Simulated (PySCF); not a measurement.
Z-matrix (Å, degrees):
```
C
H 1 1.0791
Br 1 1.8652 2 116.49
Br 1 1.8652 2 116.49 3 152.16
```
Charge 0, spin multiplicity 2.

**Question.** Predict the highest occupied spin orbital, total energy and dipole moment from M06-2X/def2-TZVP // B3LYP-D3(BJ)/def2-TZVP run with PySCF.

**Answer.** 
| Quantity | Value |
|---|---|
| highest occupied spin orbital | -7.47 eV |
| total energy | -5187.0205 Ha |
| dipole moment | 0.82 D |
